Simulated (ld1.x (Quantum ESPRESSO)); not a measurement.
**Logarithmic derivatives: gold (Au), ultrasoft**

* Element: gold
* Generator: ld1.x (Quantum ESPRESSO) 7.5
* Type: ultrasoft
* Functional: LDA (PZ)
* Relativity: scalar-relativistic
* Frozen core: [Xe] 4f14
* Valence charge: 11
* Reference configuration: 5d9 6s0 6p0 (charge +2)
* Partial waves: 6s (bound, empty): rcut 1.95, rcutus 2.15 bohr; 6s channel at 0.45 Ry: rcut 1.95, rcutus 2.15 bohr; 6p (bound, empty): rcut 2.35, rcutus 3.00 bohr; 6p channel at 3.25 Ry: rcut 2.35, rcutus 3.00 bohr; 5d (bound): rcut 1.60, rcutus 1.95 bohr; 5d channel at -1.4 Ry: rcut 1.60, rcutus 1.95 bohr
* Local potential: all-electron potential smoothed inside 1.95 bohr (lloc = -1)
* Core correction: none
* Augmentation charge: built from norm-conserving waves at rcut, not smoothed further

The phase is arctan(r·u′/u) with u = r·R(r), unwrapped; energies in Ry, scanned from -4 to 5 Ry. A pole is an energy at which the radial function vanishes at the test radius. The pseudo phase is shifted by a multiple of π to meet the all-electron one at the reference energy, and phase errors are pseudo minus all-electron; the curves can meet again beyond the range given. Levels narrower than the energy grid can be missing from the lists of poles.

| channel | radius (bohr) | reference energy (Ry) | poles, all-electron | poles, pseudo | unbroken range about the reference energy with phases within 0.05 rad | phase error 1 Ry above the reference energy (rad) |
| --- | --- | --- | --- | --- | --- | --- |
| s | 3.24 | -1.70 | -1.15, 4.21 | -1.15, 4.36 | the whole range | -0.000 |
| p | 3.24 | -1.09 | 0.01 | 0.13, 4.95 | below 0.9 | +0.017 |
| d | 3.24 | -2.03 | -1.96, 2.01 | -1.96, 2.01 | below 4.6 | -0.000 |

Note: ghost state, extra bound levels that the all-electron valence spectrum of the same l lacks: s at -17.0 eV (p not tested). A true bound ghost makes a file unfit for plane-wave use. Its overlap operator is not positive definite in a basis up to 400 Ry (lowest eigenvalue p -0.13), so the file is unfit for use: the generalised eigenproblem breaks down once the basis is large enough, and its test numbers describe a broken file.

Phases in the p channel:

| E (Ry) | all-electron | pseudo |
| --- | --- | --- |
| -4.00 | 1.376 | 1.379 |
| -3.52 | 1.353 | 1.357 |
| -3.04 | 1.320 | 1.325 |
| -2.56 | 1.266 | 1.273 |
| -2.08 | 1.160 | 1.169 |
| -1.60 | 0.837 | 0.849 |
| -1.12 | -0.634 | -0.634 |
| -0.64 | -1.358 | -1.350 |
| -0.16 | -1.534 | -1.518 |
| 0.32 | -1.624 | -1.597 |
| 0.80 | -1.695 | -1.649 |
| 1.28 | -1.778 | -1.692 |
| 1.76 | -1.919 | -1.734 |
| 2.24 | -2.319 | -1.772 |
| 2.72 | -3.685 | -1.792 |
| 3.20 | -4.334 | -1.753 |
| 3.68 | -4.512 | -1.657 |
| 4.16 | -4.594 | -1.588 |
| 4.64 | -4.643 | -4.710 |
